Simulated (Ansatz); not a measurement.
Input file for Ansatz (a quantum-chemistry and plane-wave program): U-CCSD(T)/cc-pVTZ on AsH3 (SMILES [AsH3]), a point of a bond scan (R = 1.373 Å). The run froze 14 orbitals, filled d shells among them.

Ansatz 0.2 input:
```yaml
crystal:
  periodic: [false, false, false]
  atoms:
    - {symbol: As, position_ang: [0.00042674, 0.00037277, 0.07075147]}
    - {symbol: H, position_ang: [-0.25321690, 1.10914561, -0.69772537]}
    - {symbol: H, position_ang: [-0.93712035, -0.86192286, -0.76812259]}
    - {symbol: H, position_ang: [1.20443737, -0.38272110, -0.78356432]}
basis:
  gaussian:
    orbitals: cc-pVTZ
correlation: {method: ccsd_t, electrons: outside_noble_gas}
scf: {omitted_lower_state_checks: [cluster_reference]}
magnetization: {spin_polarized: true, initial_magnetization: 0}
```

It printed:

```
WARN ansatz: RAYON_NUM_THREADS=2 ignored (pool sized by the plan → 2); use --threads N
Functional definition: HF
these checks for a lower state are left out or cut short: cluster_reference
integrals: 0.11 GiB planned
506 factors; integrals over basis functions are off by at most 1.5e-3 eV
mean field: 0.18 GiB planned
mean field evaluation 1: about -60843.1989 eV, gradient 6.3e0 eV
mean field evaluation 2: about -60843.2014 eV, gradient 6.3e0 eV
mean field evaluation 4: about -60843.6950 eV, gradient 5.3e-1 eV
mean field evaluation 8: about -60843.6985 eV, gradient 3.5e-4 eV
mean field -60843.69845654 eV, -2235.9646769377 hartree, gradient 1.7e-6 eV, S^2 0.000000; 0 other end points of the search recorded, 0 dependent functions left out
14 core orbitals not correlated
reference -60843.69845654 eV, -2235.9646769377 hartree; 4, 4 occupied and 67, 67 virtual orbitals, 506 factors
second order -4.25965766 eV of doubles, -0.00000000 eV of singles
coupled cluster: 0.23 GiB planned
cycle   1  -4.78498664 eV  change   -5.3e-1 eV  update   5.5e-2
cycle   2  -4.97219231 eV  change   -1.9e-1 eV  update   1.9e-2
cycle   3  -4.98282069 eV  change   -1.1e-2 eV  update   5.0e-3
cycle   4  -4.98194664 eV  change    8.7e-4 eV  update   1.6e-3
cycle   5  -4.98136250 eV  change    5.8e-4 eV  update   4.7e-4
cycle   6  -4.98137463 eV  change   -1.2e-5 eV  update   1.1e-4
cycle   7  -4.98139862 eV  change   -2.4e-5 eV  update   3.5e-5
cycle   8  -4.98139554 eV  change    3.1e-6 eV  update   1.0e-5
cycle   9  -4.98139445 eV  change    1.1e-6 eV  update   2.4e-6
perturbative correction -0.15237515 eV, -0.0055996834 hartree
Total energy: -60848.83222613 eV, -2236.1533394905 hartree
Checks for a lower state left out: cluster_reference
```

The calculation finished and met its thresholds.

Cost: about 5 core-seconds (a rough figure).
